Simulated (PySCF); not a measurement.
NMR data simulated for an unnamed compound:

¹H NMR (600 MHz, computed): δ 8.57 (s, 1H), 6.49 (m, 1H), 6.34 (m, 1H), 2.16 (s, 3H).

¹³C{¹H} NMR (computed): δ 174.4 (C), 152.5 (CH), 152.4 (C), 142.9 (CH2), 136.0 (C), 21.9 (CH3).

How the numbers were obtained: NMR shieldings at PBE0/pcSseg-1/GIAO, GFN2-xTB geometry, in PySCF 2.14 (single conformer, fast rotation and ring inversion assumed for equivalent nuclei, gas phase, relativity neglected).

Chemical shifts δ = σref − σ; TMS for ¹H and ¹³C, all at this level.

**Question.** Which of these does the molecule contain: an S-methyl group, a non-aromatic C=C double bond, a three-membered ring, an OH group, an ester?

**Answer.** 
- An S-methyl group: no.
- A non-aromatic C=C double bond: yes.
- A three-membered ring: yes.
- An OH group: no.
- An ester: no.

The data belong to `C1(C(=C)C)=CC1=O`, C₆H₆O; they needn't prove each group on their own.

Carbon signals by region: 1 in the far downfield region (above 160 ppm), 4 in the sp2 and nitrile region (100–160 ppm), 1 below 50 ppm. Above 160 ppm: 174.4, unsaturated ring carbon.

Shifts are as computed. Against solution values, carbons near 30 ppm lie about +3 ppm off and those near 130 ppm about +5 ppm. Of 1313 compounds with measured shifts, 239 miss one by over three times the rms of a fit or turn the order of signals round; such compounds aren't used in these exercises. Multiplicities follow the n + 1 count of equivalent neighbours, as no J values were calculated; m marks all less simple cases, F and P coupling included.
